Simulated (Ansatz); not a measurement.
Which isomer of BFGeH6Si gives these data?

These gas-phase data were calculated for one isomer of BFGeH6Si at PBE0-D3(BJ)/def2-SVP (harmonic, unscaled wavenumbers; equilibrium rotational constants with average atomic masses):

```
rotational constants            : 5.621, 2.142, 1.635 GHz
all wavenumbers above 1500 cm⁻¹ : 2712, 2599, 2253, 2241, 2154, 2150
```

Candidates:

(1) `F[BH][GeH2][SiH3]`, a singlet
(2) `[BH2][GeH2][SiH2]F`, a singlet

Question: Which structure fits?

Answer: Candidate (2). 2 modes lie between 2350 and 2900 cm⁻¹, one for each B–H bond, while (1) has 1.

The same quantities for all candidates:

|  | rotational constants (GHz) | wavenumbers above 1500 cm⁻¹ | E above the lowest, PBE0-D3(BJ)/def2-SVP (kcal/mol) |
| --- | --- | --- | --- |
| (1) | 5.523, 1.765, 1.45 | 2604, 2238, 2235, 2223, 2145, 2136 | 0.0 |
| (2) | 5.621, 2.142, 1.635 | 2712, 2599, 2253, 2241, 2154, 2150 | 12.4 |

Each candidate is one conformer. Programs: Ansatz 0.2.0.
